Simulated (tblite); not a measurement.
Species: C6H12Ge2.
Numbering: `[CH2:1]=[CH:2][Ge@H:3]([CH3:4])[CH2:5][C:6]#[C:7][GeH3:8]` (hydrogens: H9, H10 on C1; H11 on C2; H12 on Ge3; H13, H14, H15 on C4; H16, H17 on C5; H18, H19, H20 on Ge8)

Computed with GFN2-xTB (tblite), gas phase: L-BFGS steps from a force-field or distance-geometry start until the largest atomic force falls under 0.01 eV/Å.

At the end of the run (lengths in Å): Ge3–C5 2.011, Ge8–H18 1.492, Ge8–H19 1.493, Ge8–H20 1.494, Ge3–H12 1.523, C4–H15 1.086, Ge3–C4 1.976, C1–C2–Ge3 123.1°, C2–Ge3–C4 111.6°, C5–C6–C7 177.8°, C4–Ge3–C5 108.9°, C1–C2–Ge3–C4 57°, C2–Ge3–C5–C6 65°.

Task: These geometries were met on the way; a selection of coordinates is given. Order them by energy above the end point, lowest first.
A. Ge3–C5 2.000, Ge8–H18 1.488, Ge8–H19 1.490, Ge8–H20 1.491, Ge3–H12 1.517, C4–H15 1.086, Ge3–C4 1.959, C1–C2–Ge3 121.8°, C2–Ge3–C4 109.6°, C5–C6–C7 178.1°, C4–Ge3–C5 108.5°, C1–C2–Ge3–C4 55°, C2–Ge3–C5–C6 64°
B. Ge3–C5 2.004, Ge8–H18 1.518, Ge8–H19 1.520, Ge8–H20 1.520, Ge3–H12 1.512, C4–H15 1.074, Ge3–C4 1.966, C1–C2–Ge3 121.7°, C2–Ge3–C4 109.6°, C5–C6–C7 179.6°, C4–Ge3–C5 108.5°, C1–C2–Ge3–C4 55°, C2–Ge3–C5–C6 64°
C. Ge3–C5 1.970, Ge8–H18 1.540, Ge8–H19 1.537, Ge8–H20 1.537, Ge3–H12 1.537, C4–H15 1.094, Ge3–C4 1.957, C1–C2–Ge3 121.2°, C2–Ge3–C4 109.3°, C5–C6–C7 179.6°, C4–Ge3–C5 109.4°, C1–C2–Ge3–C4 56°, C2–Ge3–C5–C6 64°
D. Ge3–C5 2.012, Ge8–H18 1.492, Ge8–H19 1.496, Ge8–H20 1.497, Ge3–H12 1.504, C4–H15 1.085, Ge3–C4 1.959, C1–C2–Ge3 122.2°, C2–Ge3–C4 109.4°, C5–C6–C7 178.7°, C4–Ge3–C5 108.3°, C1–C2–Ge3–C4 54°, C2–Ge3–C5–C6 64°
E. Ge3–C5 1.937, Ge8–H18 1.553, Ge8–H19 1.547, Ge8–H20 1.547, Ge3–H12 1.558, C4–H15 1.118, Ge3–C4 1.946, C1–C2–Ge3 120.2°, C2–Ge3–C4 109.1°, C5–C6–C7 179.6°, C4–Ge3–C5 110.3°, C1–C2–Ge3–C4 57°, C2–Ge3–C5–C6 65°

Result: A (0.016 eV), D (0.033 eV), B (0.067 eV), C (0.109 eV), E (0.196 eV).

```tsv
step	E above end (eV)	rms distance from the end, all atoms (Å)	largest force (eV/Å)	rms shift of all bonds from the end (Å)
6	0.016	0.049	0.157	0.006
4	0.033	0.052	0.895	0.009
2	0.067	0.058	0.684	0.015
1	0.109	0.062	0.624	0.023
0	0.196	0.066	1.327	0.033
```

Rows stand in the order of the answer.
